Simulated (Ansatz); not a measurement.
Relaxation of Si₃₃BNH₄₆, a doped nanocrystal cut from the lattice of silicon (B and N 2.4 A apart) with RKS PBE-D4/def2-SVP.

```sh
$ ansatz run in.yaml --threads 11 --pin off --events-out ev --progress --plain --max-ram 174080MiB --backend cuda --devices 0, --max-vram 75GiB
```

```yaml
crystal:
  periodic: [false, false, false]
  atoms:
    - {symbol: Si, position_ang: [-3.974090, -3.776430, -0.396960]}
    - {symbol: Si, position_ang: [-6.806700, -0.967700, -0.609660]}
    - {symbol: Si, position_ang: [-4.247160, -1.215910, 2.202810]}
    - {symbol: Si, position_ang: [-3.960620, 1.693160, -0.088970]}
    - {symbol: Si, position_ang: [-1.245780, -6.638490, -0.297350]}
    - {symbol: Si, position_ang: [-1.327550, -3.734630, 2.279080]}
    - {symbol: Si, position_ang: [1.275520, -3.671440, -0.309590]}
    - {symbol: Si, position_ang: [-1.496180, 2.018210, -3.047680]}
    - {symbol: Si, position_ang: [1.682040, -1.169630, -3.211440]}
    - {symbol: Si, position_ang: [-1.128560, -0.864740, -0.437300]}
    - {symbol: Si, position_ang: [-0.814840, 1.279240, 2.052110]}
    - {symbol: N, position_ang: [1.217340, -0.754920, 1.468890]}
    - {symbol: Si, position_ang: [1.328150, 1.607990, -0.420790]}
    - {symbol: Si, position_ang: [-1.261440, 4.432950, -0.039900]}
    - {symbol: Si, position_ang: [1.759020, 4.745470, 2.203520]}
    - {symbol: Si, position_ang: [4.148110, -0.795160, -0.284920]}
    - {symbol: Si, position_ang: [4.196790, 1.804590, 2.298400]}
    - {symbol: Si, position_ang: [7.152180, 1.673250, -0.205830]}
    - {symbol: Si, position_ang: [4.212380, 4.254890, -0.563590]}
    - {symbol: Si, position_ang: [-5.657100, -2.722340, -1.610320]}
    - {symbol: Si, position_ang: [-2.918930, -5.544750, -1.484110]}
    - {symbol: Si, position_ang: [-2.601830, -2.306650, 0.912280]}
    - {symbol: Si, position_ang: [-2.612760, 0.543330, -1.641250]}
    - {symbol: Si, position_ang: [-5.514880, 0.251910, 0.909880]}
    - {symbol: Si, position_ang: [-2.379380, 2.807770, 1.244120]}
    - {symbol: Si, position_ang: [0.138820, -2.299180, -1.858640]}
    - {symbol: Si, position_ang: [0.014710, -5.165650, 1.008130]}
    - {symbol: Si, position_ang: [2.490400, -2.021170, 0.820490]}
    - {symbol: Si, position_ang: [-0.058100, 3.140210, -1.604660]}
    - {symbol: Si, position_ang: [2.795740, 0.363370, -1.834800]}
    - {symbol: B, position_ang: [0.201470, 0.260700, 0.654070]}
    - {symbol: Si, position_ang: [2.793780, 3.077450, 0.904730]}
    - {symbol: Si, position_ang: [0.088230, 5.926920, 1.127130]}
    - {symbol: Si, position_ang: [6.136750, 3.333800, -1.471210]}
    - {symbol: Si, position_ang: [5.635330, 0.434220, 1.069810]}
    - {symbol: H, position_ang: [-4.715910, -4.487030, 0.692340]}
    - {symbol: H, position_ang: [-8.018950, -1.501350, 0.039160]}
    - {symbol: H, position_ang: [-7.353890, -0.049060, -1.622270]}
    - {symbol: H, position_ang: [-5.104810, -2.258660, 2.797280]}
    - {symbol: H, position_ang: [-3.671540, -0.567700, 3.387260]}
    - {symbol: H, position_ang: [-4.721650, 2.729530, -0.829300]}
    - {symbol: H, position_ang: [-1.836680, -7.681150, 0.560240]}
    - {symbol: H, position_ang: [-0.335730, -7.405980, -1.163580]}
    - {symbol: H, position_ang: [-2.112630, -4.475530, 3.273590]}
    - {symbol: H, position_ang: [-0.448930, -2.898670, 3.137630]}
    - {symbol: H, position_ang: [2.391980, -4.410080, -0.956420]}
    - {symbol: H, position_ang: [-2.401390, 2.913420, -3.787890]}
    - {symbol: H, position_ang: [-0.772200, 1.324690, -4.127120]}
    - {symbol: H, position_ang: [2.624450, -2.096110, -3.869910]}
    - {symbol: H, position_ang: [1.029800, -0.509970, -4.355570]}
    - {symbol: H, position_ang: [-1.476380, 0.363910, 3.020810]}
    - {symbol: H, position_ang: [0.113290, 2.002040, 2.966430]}
    - {symbol: H, position_ang: [0.613150, -1.289220, 2.089100]}
    - {symbol: H, position_ang: [1.748330, -0.151200, 2.092200]}
    - {symbol: H, position_ang: [-2.295530, 5.199960, -0.774910]}
    - {symbol: H, position_ang: [1.240350, 4.136030, 3.437720]}
    - {symbol: H, position_ang: [2.818190, 5.636020, 2.713880]}
    - {symbol: H, position_ang: [4.886970, -1.902140, -0.945800]}
    - {symbol: H, position_ang: [3.323630, 0.946120, 3.136310]}
    - {symbol: H, position_ang: [4.935800, 2.569880, 3.310030]}
    - {symbol: H, position_ang: [7.929370, 0.752780, -1.048930]}
    - {symbol: H, position_ang: [8.182710, 2.257390, 0.669670]}
    - {symbol: H, position_ang: [3.342130, 4.731330, -1.650290]}
    - {symbol: H, position_ang: [4.615980, 5.511860, 0.097160]}
    - {symbol: H, position_ang: [-6.610780, -3.728080, -2.113680]}
    - {symbol: H, position_ang: [-5.017130, -2.239390, -2.845300]}
    - {symbol: H, position_ang: [-3.894130, -6.534400, -1.976590]}
    - {symbol: H, position_ang: [-2.331870, -5.018670, -2.727430]}
    - {symbol: H, position_ang: [-3.472670, -0.373860, -2.424800]}
    - {symbol: H, position_ang: [-6.421860, 1.033980, 1.781830]}
    - {symbol: H, position_ang: [-3.095390, 3.486440, 2.346710]}
    - {symbol: H, position_ang: [-0.739240, -3.161200, -2.680730]}
    - {symbol: H, position_ang: [0.962610, -5.922830, 1.860820]}
    - {symbol: H, position_ang: [2.924510, -2.460820, 2.166790]}
    - {symbol: H, position_ang: [0.862610, 4.016510, -2.362180]}
    - {symbol: H, position_ang: [3.678510, 1.251200, -2.627200]}
    - {symbol: H, position_ang: [-0.677310, 6.803670, 2.029930]}
    - {symbol: H, position_ang: [0.737940, 6.880890, 0.211410]}
    - {symbol: H, position_ang: [5.807300, 2.746420, -2.779030]}
    - {symbol: H, position_ang: [7.138230, 4.357000, -1.819980]}
    - {symbol: H, position_ang: [6.357870, -0.528600, 1.934180]}
basis:
  gaussian: {orbitals: def2-SVP, fitting: {mean_field: def2-universal-jkfit}}
hamiltonian: {xc: pbe, dispersion: d4}
scf: {lower_state_search: "off"}
output: {orbitals: {seedname: orbitals}}
relax: {f_tol: 0.03, max_steps: 70}
```

Hardware: 11 threads of AMD EPYC 7R13 on a shared host and a whole NVIDIA H100 80GB HBM3. Wall time 54 s, peak host memory 1.5 GiB.

Positions (Å) and forces (eV/Å) at steps 1, 2 of 13:

```xyz
81
step=1 energy=-262672.2573 eV
Si   -3.974   -3.776   -0.397    0.210    0.195    0.714
Si   -6.807   -0.968   -0.610    0.343    0.090    0.154
Si   -4.247   -1.216    2.203    0.153   -0.137   -0.289
Si   -3.961    1.693   -0.089    0.353   -0.063   -0.232
Si   -1.246   -6.638   -0.297    0.021    0.362    0.134
Si   -1.328   -3.735    2.279   -0.022    0.188   -0.356
Si    1.276   -3.671   -0.310    0.020    0.225   -0.341
Si   -1.496    2.018   -3.048    0.060   -0.050    0.394
Si    1.682   -1.170   -3.211   -0.005    0.028    0.505
Si   -1.129   -0.865   -0.437   -0.014    0.151    0.082
Si   -0.815    1.279    2.052    0.024    0.029   -0.046
N     1.217   -0.755    1.469   -0.182    0.202   -0.715
Si    1.328    1.608   -0.421   -0.125    0.007    0.069
Si   -1.261    4.433   -0.040   -0.072   -0.549   -0.174
Si    1.759    4.745    2.204    0.129   -0.319   -0.066
Si    4.148   -0.795   -0.285   -0.222   -0.008   -0.325
Si    4.197    1.805    2.298   -0.244    0.001   -0.323
Si    7.152    1.673   -0.206   -0.298   -0.046    0.071
Si    4.212    4.255   -0.564   -0.312   -0.111    0.288
Si   -5.657   -2.722   -1.610    0.335    0.035   -0.147
Si   -2.919   -5.545   -1.484    0.106    0.332   -0.141
Si   -2.602   -2.307    0.912    0.259    0.187   -0.785
Si   -2.613    0.543   -1.641    0.011   -0.420    0.318
Si   -5.515    0.252    0.910    0.459   -0.104   -0.034
Si   -2.379    2.808    1.244    0.032   -0.082   -0.003
Si    0.139   -2.299   -1.859   -0.369    0.067    0.427
Si    0.015   -5.166    1.008   -0.122    0.522   -0.160
Si    2.490   -2.021    0.820   -0.456    0.440    0.386
Si   -0.058    3.140   -1.605    0.396   -0.102    0.354
Si    2.796    0.363   -1.835   -0.112    0.387    0.423
B     0.201    0.261    0.654    0.501   -0.470   -0.136
Si    2.794    3.077    0.905   -0.134   -0.541   -0.503
Si    0.088    5.927    1.127    0.056   -0.323   -0.128
Si    6.137    3.334   -1.471   -0.135   -0.297    0.039
Si    5.635    0.434    1.070   -0.530    0.151   -0.225
H    -4.716   -4.487    0.692   -0.181   -0.150    0.312
H    -8.019   -1.501    0.039   -0.378   -0.296    0.476
H    -7.354   -0.049   -1.622   -0.091    0.391   -0.584
H    -5.105   -2.259    2.797   -0.428   -0.566    0.081
H    -3.672   -0.568    3.387    0.363    0.481    0.457
H    -4.722    2.730   -0.829   -0.272    0.356   -0.284
H    -1.837   -7.681    0.560   -0.334   -0.298    0.536
H    -0.336   -7.406   -1.164    0.414   -0.187   -0.549
H    -2.113   -4.476    3.274   -0.553   -0.424    0.378
H    -0.449   -2.899    3.138    0.464    0.368    0.191
H     2.392   -4.410   -0.956    0.290   -0.299   -0.278
H    -2.401    2.913   -3.788   -0.510    0.495   -0.113
H    -0.772    1.325   -4.127    0.457   -0.434   -0.314
H     2.624   -2.096   -3.870    0.460   -0.472   -0.056
H     1.030   -0.510   -4.356   -0.429    0.430   -0.327
H    -1.476    0.364    3.021   -0.358   -0.365    0.241
H     0.113    2.002    2.966    0.351    0.369    0.213
H     0.613   -1.289    2.089   -0.417   -0.446    0.564
H     1.748   -0.151    2.092    0.450    0.423    0.574
H    -2.296    5.200   -0.775   -0.353    0.296   -0.279
H     1.240    4.136    3.438   -0.373   -0.380    0.483
H     2.818    5.636    2.714    0.517    0.469    0.023
H     4.887   -1.902   -0.946    0.304   -0.300   -0.287
H     3.324    0.946    3.136   -0.371   -0.493    0.237
H     4.936    2.570    3.310    0.419    0.556    0.388
H     7.929    0.753   -1.049    0.232   -0.474   -0.523
H     8.183    2.257    0.670    0.298    0.334    0.566
H     3.342    4.731   -1.650   -0.344    0.130   -0.652
H     4.616    5.512    0.097    0.244    0.464    0.438
H    -6.611   -3.728   -2.114   -0.477   -0.499   -0.024
H    -5.017   -2.239   -2.845    0.301    0.367   -0.522
H    -3.894   -6.534   -1.977   -0.520   -0.454   -0.013
H    -2.332   -5.019   -2.727    0.404    0.266   -0.517
H    -3.473   -0.374   -2.425   -0.359   -0.287   -0.348
H    -6.422    1.034    1.782   -0.304    0.282    0.318
H    -3.095    3.486    2.347   -0.229    0.239    0.488
H    -0.739   -3.161   -2.681   -0.297   -0.321   -0.355
H     0.963   -5.923    1.861    0.319   -0.223    0.291
H     2.925   -2.461    2.167    0.302   -0.310    0.437
H     0.863    4.017   -2.362    0.306    0.386   -0.328
H     3.679    1.251   -2.627    0.312    0.302   -0.340
H    -0.677    6.804    2.030   -0.402    0.190    0.536
H     0.738    6.881    0.211    0.297    0.275   -0.586
H     5.807    2.746   -2.779   -0.265   -0.398   -0.550
H     7.138    4.357   -1.820    0.409    0.554    0.065
H     6.358   -0.529    1.934    0.217   -0.323    0.308
81
step=2 energy=-262673.4125 eV
Si   -3.960   -3.763   -0.310    0.227    0.170   -0.203
Si   -6.685   -0.941   -0.624    0.070   -0.004    0.081
Si   -4.167   -1.241    2.240    0.099    0.109   -0.253
Si   -3.909    1.739   -0.174    0.031   -0.288    0.261
Si   -1.215   -6.516   -0.308    0.013    0.102    0.034
Si   -1.310   -3.637    2.305    0.091    0.065   -0.349
Si    1.362   -3.612   -0.393   -0.389    0.065    0.242
Si   -1.467    1.981   -3.016    0.097   -0.070   -0.051
Si    1.653   -1.141   -3.136   -0.116    0.126   -0.059
Si   -1.092   -0.812   -0.432   -0.229   -0.362    0.084
Si   -0.806    1.275    2.144   -0.188    0.168   -0.122
N     1.213   -0.746    1.635   -0.011   -0.014   -0.631
Si    1.287    1.569   -0.410    0.334    0.196    0.115
Si   -1.317    4.347   -0.112    0.251   -0.072    0.233
Si    1.774    4.637    2.231   -0.034   -0.095   -0.253
Si    4.088   -0.883   -0.370   -0.061    0.377    0.238
Si    4.097    1.757    2.348    0.111    0.002   -0.436
Si    7.058    1.607   -0.217   -0.201    0.040    0.178
Si    4.112    4.289   -0.611    0.037   -0.209    0.128
Si   -5.549   -2.703   -1.702   -0.050    0.011    0.278
Si   -2.880   -5.438   -1.577   -0.019   -0.041    0.296
Si   -2.535   -2.248    0.847   -0.033    0.006    0.035
Si   -2.656    0.438   -1.701    0.346    0.361    0.366
Si   -5.393    0.274    0.933    0.049    0.025   -0.154
Si   -2.402    2.799    1.323    0.168   -0.118   -0.500
Si    0.037   -2.322   -1.878    0.350    0.300    0.397
Si    0.063   -5.022    0.996    0.026    0.021   -0.175
Si    2.476   -2.009    0.966   -0.111    0.109   -0.457
Si    0.042    3.161   -1.651   -0.403   -0.357    0.359
Si    2.817    0.465   -1.853   -0.322   -0.363    0.380
B     0.229    0.236    0.750    0.186   -0.173   -0.178
Si    2.764    2.992    0.845   -0.191   -0.006    0.041
Si    0.099    5.805    1.075   -0.115   -0.060   -0.002
Si    6.023    3.261   -1.530    0.040    0.044    0.143
Si    5.494    0.380    1.054    0.015   -0.065   -0.145
H    -4.713   -4.470    0.795   -0.022   -0.029   -0.045
H    -7.865   -1.500    0.124   -0.063   -0.078    0.022
H    -7.215   -0.042   -1.702   -0.081    0.146   -0.077
H    -5.061   -2.330    2.766   -0.056   -0.082    0.020
H    -3.574   -0.510    3.403    0.063    0.020    0.158
H    -4.700    2.778   -0.921   -0.056    0.088   -0.056
H    -1.834   -7.517    0.627   -0.085   -0.055    0.052
H    -0.315   -7.262   -1.249    0.139   -0.095   -0.053
H    -2.175   -4.413    3.254   -0.069   -0.053    0.080
H    -0.364   -2.798    3.131    0.051    0.115    0.151
H     2.439   -4.414   -1.077    0.080    0.030   -0.006
H    -2.424    2.925   -3.687   -0.066    0.080   -0.081
H    -0.689    1.242   -4.065    0.029   -0.048   -0.190
H     2.631   -2.114   -3.736    0.073   -0.080   -0.069
H     0.944   -0.426   -4.247   -0.027    0.028   -0.183
H    -1.534    0.339    3.080    0.027   -0.050    0.081
H     0.138    2.064    3.024    0.026   -0.004    0.067
H     0.599   -1.285    2.263   -0.186   -0.168    0.212
H     1.752   -0.132    2.263    0.156    0.182    0.202
H    -2.344    5.160   -0.852   -0.092    0.049   -0.078
H     1.195    4.008    3.460   -0.048   -0.037    0.139
H     2.857    5.590    2.661    0.081    0.050    0.024
H     4.889   -1.952   -1.068   -0.025   -0.087   -0.008
H     3.238    0.826    3.168   -0.145   -0.027    0.107
H     4.869    2.619    3.305    0.036    0.047    0.073
H     7.822    0.683   -1.115    0.076   -0.132   -0.084
H     8.037    2.225    0.742    0.047    0.079    0.042
H     3.292    4.753   -1.779   -0.136    0.055   -0.061
H     4.564    5.517    0.133    0.032    0.039    0.054
H    -6.557   -3.745   -2.106   -0.053   -0.063   -0.042
H    -4.931   -2.155   -2.952    0.137   -0.045   -0.095
H    -3.912   -6.462   -1.967   -0.053   -0.056   -0.045
H    -2.234   -4.931   -2.830   -0.024    0.131   -0.098
H    -3.552   -0.445   -2.524    0.011   -0.062   -0.028
H    -6.326    1.060    1.811   -0.118    0.085    0.075
H    -3.100    3.482    2.463   -0.107    0.095    0.031
H    -0.819   -3.200   -2.744   -0.039   -0.031   -0.058
H     1.009   -5.803    1.863    0.098   -0.104    0.092
H     2.991   -2.533    2.282    0.072   -0.069   -0.031
H     0.930    4.083   -2.437    0.064    0.028   -0.032
H     3.710    1.337   -2.691    0.032    0.040   -0.054
H    -0.693    6.630    2.049   -0.071    0.105    0.071
H     0.734    6.737    0.084    0.104    0.091   -0.069
H     5.678    2.634   -2.845   -0.048   -0.047   -0.160
H     7.031    4.349   -1.781    0.076    0.051   -0.067
H     6.241   -0.578    1.938    0.093   -0.135    0.094
```

Single mean-field runs in def2-SVP are fitted with def2-universal-jkfit.
